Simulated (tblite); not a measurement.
C5H11GaN2.
SMILES with atom numbers: `[CH2:1]=[C:2]([C:3]#[N:4])[CH2:5][Ga@@H-:6]([CH3:7])[NH3+:8]` (hydrogens: H9, H10 on C1; H11, H12 on C5; H13 on Ga6; H14, H15, H16 on C7; H17, H18, H19 on N8)
Bond orders are those of one Lewis drawing.

Computed with GFN2-xTB (tblite), gas phase: L-BFGS steps from a force-field or distance-geometry start until the largest atomic force falls under 0.01 eV/Å.

Geometry at step 151:
```
atom  x, y, z in Å
C1      2.2750   -1.4758    0.0587
C2      1.6630   -0.3466   -0.3150
C3      1.7745    0.8106    0.4916
N4      1.7684    1.7657    1.1354
C5      0.7335   -0.1776   -1.4614
Ga6    -1.1709    0.0528   -0.6787
C7     -1.7301   -1.2258    0.7770
N8     -1.1339    1.9458    0.4235
H9      2.1693   -2.3853   -0.5093
H10     2.8888   -1.5105    0.9430
H11     0.8064   -1.0467   -2.1259
H12     1.0028    0.7121   -2.0455
H13    -2.1868    0.5874   -1.7498
H14    -1.8922   -2.2314    0.3740
H15    -0.9449   -1.3142    1.5395
H16    -2.6553   -0.9366    1.2869
H17    -0.6450    2.6905   -0.0780
H18    -0.6489    1.8245    1.3160
H19    -2.0835    2.2703    0.6107
```

**Question.** Give the atomic forces at this geometry.

**Answer.** 
```tsv
atom	Fx (eV/Å)	Fy (eV/Å)	Fz (eV/Å)
C1	-0.002	0.040	0.018
C2	0.018	0.039	0.029
C3	-0.008	0.132	0.120
N4	0.019	-0.215	-0.156
C5	-0.005	-0.003	-0.018
Ga6	0.018	0.019	-0.026
C7	-0.004	-0.034	0.042
N8	0.030	0.055	0.012
H9	0.011	0.035	-0.007
H10	0.013	-0.047	0.016
H11	-0.005	0.035	0.016
H12	-0.004	-0.005	0.023
H13	-0.039	0.015	-0.005
H14	0.000	0.023	0.051
H15	-0.056	0.014	-0.057
H16	0.039	-0.012	-0.023
H17	-0.052	-0.108	0.049
H18	-0.043	0.052	-0.090
H19	0.070	-0.036	0.007
```

The largest, 0.27 eV/Å, acts on N4; the rms over all components is 0.055 eV/Å. The forces sum to zero within rounding, as they must for an isolated molecule in no field.

**Question.** Give the force on N4 in Eh/bohr and in nN.

**Answer.** 0.266 eV/Å ÷ 51.422 = 0.00518 Eh/bohr, and 0.266 eV/Å × 1.602 = 0.43 nN.

**Question.** How far is this geometry from the end of the optimisation?

**Answer.** 0.034 eV above it, and 0.297 Å rms away after alignment. The bonds farthest from their final lengths, with half the difference of the two atoms' forces along the bond (positive lengthens):

```csv
bond,now (Å),final (Å),force along bond (eV/Å)
Ga6–N8,2.191,2.181,+0.03
N8–H17,1.022,1.019,-0.09
C2–C3,1.415,1.412,+0.06
C2–C5,1.486,1.488,+0.02
C7–H15,1.098,1.095,-0.05
C5–Ga6,2.072,2.074,-0.01
```

The angle farthest from its final value is C5–Ga6–N8, 105.7° against 102.6°.

The cost below is that of the whole relaxation. The run took 1.7 s on an Arm Neoverse V1 with one thread, shared host with 32 logical CPUs at a one-minute load of 9.6.
